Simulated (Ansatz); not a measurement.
A nudged elastic band was laid between two geometries of CH₆ClFMgO (11 atoms, charge 0, multiplicity 1).

All numbers below come from RHF/6-31G* (Ansatz 0.2.0).

| Item | Value |
| --- | --- |
| movable images | 5 |
| climbing image | yes |
| spring | 5.0 eV/Å² |
| optimiser | quadratic models (default) |
| start path | through a guess of the saddle point |
| force threshold | 0.03 eV/Å |
| iteration limit | 60 |
| end points | relaxed |

First end point:

```xyz
11
Properties=species:S:1:pos:R:3
Mg -0.683 0.034 -0.323
C 0.637 -1.481 0.417
Cl -2.469 0.441 -1.680
H 1.267 1.837 -1.141
O 0.340 1.751 -0.955
H -0.564 -0.018 2.045
F -1.110 0.623 1.661
H 1.018 -1.386 1.441
H 1.534 -1.539 -0.203
H 0.184 -2.472 0.368
H -0.153 2.211 -1.630
```

Last end point:

```xyz
11
Properties=species:S:1:pos:R:3
Mg -1.340 0.868 -0.158
C 0.711 -1.627 0.858
Cl -2.520 -0.085 -1.803
H 0.829 2.369 -0.667
O 0.196 1.817 -1.112
H 0.363 -0.857 1.537
F -1.079 1.339 1.500
H 1.124 -2.446 1.434
H 1.482 -1.226 0.208
H -0.110 -2.003 0.255
H 0.345 1.850 -2.051
```

Problem. Which bonds break or form, and what moves?

Solution. Bonds broken: Mg1–C2, H6–F7. Bonds formed: C2–H6. CH6ClFMgO becomes CH4 + ClFH2MgO.

Problem. What energy profile does the band end with?

Solution. The forces met the threshold. The highest image is number 2 of 0 to 6, 0.052 eV above the first end and 2.350 eV above the last; the last end lies 2.298 eV below the first. Neighbouring images differ by up to 1.3 eV, so the band resolves the path poorly. A vibrational analysis at the climbing image gives one clearly imaginary mode, 329i cm⁻¹, and a faint second one (21i cm⁻¹) that may be numerical noise or a soft torsion: probably a first-order saddle point. The orbitals stay closed-shell, which can raise the energy where a bond breaks towards radicals; this wasn't checked here.

| image | path coordinate (Å) | energy (eV) | Mg1–C2 (Å) | H6–F7 (Å) | C2–H6 (Å) |
| --- | --- | --- | --- | --- | --- |
| 0 | 0.00 | 0.000 | 2.14 | 0.93 | 2.50 |
| 1 | 0.62 | 0.006 | 2.16 | 0.93 | 2.25 |
| 2 | 1.25 | 0.052 | 2.22 | 1.00 | 1.73 |
| 3 | 1.84 | -1.206 | 2.40 | 1.55 | 1.18 |
| 4 | 2.44 | -2.090 | 2.84 | 1.99 | 1.08 |
| 5 | 3.04 | -2.268 | 3.20 | 2.32 | 1.08 |
| 6 | 3.63 | -2.298 | 3.38 | 2.63 | 1.08 |

Problem. What is the geometry of the highest image?

Solution. 
```xyz
11
Properties=species:S:1:pos:R:3
Mg -0.805 0.136 -0.253
C 0.572 -1.394 0.587
Cl -2.491 0.237 -1.753
H 1.146 2.052 -0.864
O 0.265 1.731 -1.012
H -0.253 -0.248 1.583
F -0.870 0.528 1.718
H 0.887 -1.714 1.583
H 1.505 -1.192 0.055
H 0.148 -2.292 0.135
H -0.103 2.155 -1.781
```

The run took 3.6 min on 2 threads of Intel(R) Xeon(R) Platinum 8259CL CPU @ 2.50GHz (Skylake/Cascade Lake) (shared host), peak memory 0.21 GiB.
